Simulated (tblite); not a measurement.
Compound: C5H5OPS.
Cartesian coordinates in Å at the GFN2-xTB level; atoms count from 1:
```
atom  x, y, z in Å
C1    -1.0808   -1.3417   -0.5799
C2     0.1317   -0.5709   -0.1812
P3     1.7433   -1.3063   -0.2521
C4     2.5141    0.1106    0.3182
S5     1.5699    1.4819    0.6798
C6     0.0625    0.7341    0.2562
C7    -1.1362    1.5352    0.3955
O8    -2.2608    1.1744    0.1445
H9    -0.8086   -2.3482   -0.8912
H10   -1.7842   -1.3959    0.2505
H11   -1.5993   -0.8370   -1.3947
H12    3.5755    0.2058    0.4683
H13   -0.9315    2.5584    0.7683
```

Level: GFN2-xTB in tblite, geometry and Hessian alike; calculated harmonic values, unscaled, isolated species. Errors from tens to a few hundred cm⁻¹ against measured bands are possible. One conformer, not necessarily the lowest.

Harmonic wavenumbers (cm⁻¹): 98.2, 105.4, 185.2, 188.2, 242.5, 301.5, 327.3, 390.2, 470.1, 504.6, 524.8, 639.4, 707.9, 818.7, 881.1, 911.0, 942.2, 1007.0, 1033.6, 1102.2, 1163.0, 1209.0, 1383.6, 1398.1, 1447.1, 1454.9, 1465.0, 1720.7, 2757.5, 3000.0, 3020.4, 3028.0, 3112.8.

A = 2254, B = 1394, C = 865.8 MHz; mass 143.980 u (most abundant isotopes); point group Cs, symmetry number 1.

Task: What is the zero-point energy?

Result: Half the sum of the wavenumbers: 18771 cm⁻¹ = 224.54 kJ/mol.

Task: Give the ideal-gas entropy at 298.15 K and 1 bar in the rigid-rotor, harmonic-oscillator model (classical rotation).

Result: Translation 170.84, rotation 122.00, vibration 85.76: S = 378.6 J/(mol K).

Task: And Cp and H(298.15 K) − H(0)?

Result: Cp = 132.40 J/(mol K), of which vibrations give 99.15 (their classical limit is 33 R = 274.4); H(298.15 K) − H(0) = 24.52 kJ/mol without the zero-point energy, 14.61 from vibrations.

Task: What must be added to the electronic energy to get the Gibbs energy at 298.15 K and 1 bar?

Result: ZPE + [H(298.15 K) − H(0)] − T·S = 224.54 + 24.52 − 112.88 = 136.18 kJ/mol.

Task: Blend soft modes into free rotors: weight 1/[1 + (100 cm⁻¹/ν̃)⁴] for the oscillator and the rest for a rotor with moment μB/(μ + B), μ = h/(8π²ν), B = 10⁻⁴⁴ kg m². What vibrational entropy results?

Result: 83.45 J/(mol K) in place of 85.76, which changes −T·S at 298.15 K by +0.69 kJ/mol.

Task: Which modes carry the vibrational entropy at 298.15 K?

Result: 98.2 cm⁻¹: 14.60; 105.4 cm⁻¹: 14.02; 185.2 cm⁻¹: 9.52; 188.2 cm⁻¹: 9.40; 242.5 cm⁻¹: 7.47; 301.5 cm⁻¹: 5.89 J/(mol K); the other 27 give 24.86 together.

Task: How do the functions run with temperature in this model?

Result: 
| T (K) | S (J/(mol K)) | Cp (J/(mol K)) | H − H(0) (kJ/mol) | G − H(0) (kJ/mol) | ln q(vib) |
| --- | --- | --- | --- | --- | --- |
| 150 | 305.5 | 84.6 | 8.36 | -37.47 | 1.57 |
| 250 | 356.6 | 117.6 | 18.50 | -70.65 | 3.47 |
| 400 | 421.6 | 160.5 | 39.48 | -129.14 | 6.43 |
| 600 | 495.0 | 201.5 | 75.98 | -221.01 | 10.29 |
| 900 | 584.4 | 238.3 | 142.47 | -383.44 | 15.60 |

q(vib) and H(0) count from the zero-point level.

Hindered rotation and anharmonicity are outside this model. Other conformers, if any are populated, would add a mixing term that is left out.
